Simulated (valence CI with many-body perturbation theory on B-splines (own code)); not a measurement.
**Dy51+ in brief**

Level of theory: configuration interaction combined with many-body perturbation theory (CI+MBPT): five valence electrons over a frozen Dirac-Fock core [Ne], radial functions for each j: 9 s, 9 p, 8 d, 6 f, 3 g, 1 h, with the one-electron correlation potential Σ1, the two-electron term Σ2, the three-electron term Σ3, Breit, model QED; selected CI, second order for the rest, scaled by the run's own slope (own B-spline code, finite nucleus).

No measured spectrum was set against this ion. As an estimate, large intervals hold to a few tenths of a per cent, small ones and those within an open d or f shell to about a per cent. Among the levels kept, up to 1300 cm⁻¹ of a level comes from second order outside the variational space, and about a tenth of that is noise between levels of different J, which matters for small intervals.

Levels are named by their leading jj configuration (3d3/2^4 stands for four electrons in 3d with j = 3/2), which in mixed levels can hold well under half, so a name can repeat and another be missing.

Rates and lifetimes use the calculated energies. Strong lines usually hold to 10 to 20 %, long lifetimes can be off by a factor of two.

Task: What is the ground level?

Result: (3s^2 3p1/2^2 3p3/2) J=3/2, composition 47 % 3s2 3p3 2P° + 26 % 3s2 3p3 2D° + 26 % 3s2 3p3 4S°, g = 1.356.

Task: What are the static dipole polarisabilities of the lowest levels?

Result: (3s^2 3p1/2^2 3p3/2) J=3/2 0.00490 (tensor 0.00039) bohr³, of which the core gives 7.55e-05.

Task: Where does the other parity begin?

Result: At (3s^2 3p1/2^2 3d3/2) J=3/2, 1597.2 × 10³ cm⁻¹.

Task: Name the longest-lived excited levels whose lifetime is computed, and their main decay.

Result: (3s^2 3p1/2 3p3/2 3d5/2) J=9/2 at 3623.9 × 10³ cm⁻¹ lives 960 ns, mostly by M1 to (3s^2 3p1/2 3p3/2 3d3/2) J=7/2; (3s^2 3p1/2 3p3/2^2) J=5/2 at 1648.9 × 10³ cm⁻¹ lives 73.9 ns, mostly by M1 to (3s^2 3p1/2^2 3p3/2) J=3/2; (3s^2 3p1/2 3p3/2^2) J=1/2 at 1755.2 × 10³ cm⁻¹ lives 21.7 ns, mostly by M1 to (3s^2 3p1/2^2 3p3/2) J=3/2.

Task: How well does LS coupling describe the low levels?

Result: Among the lowest 20 levels the leading LS term, summed over configurations, holds 53 % on average. For single configurations the figures are 51 % in LS and 93 % in jj coupling. Terms mix most in the J = 5/2 level at 2061.4 × 10³ cm⁻¹, where the leading one holds 31 %.

Task: What is the ionisation energy?

Result: 4631.9 eV; NIST lists 4629 ± 4 eV (theoretical).

Task: Among levels below 4677.1 × 10³ cm⁻¹, which E1 lines absorb most strongly from the ground level?

Result: to (3s^2 3p1/2 3p3/2 3d3/2) J=3/2 at 2.856 nm, f = 0.310; to (3s^2 3p1/2 3p3/2 3d3/2) J=5/2 at 2.908 nm, f = 0.274; to (3s^2 3p1/2 3p3/2 3d3/2) J=1/2 at 2.856 nm, f = 0.112.
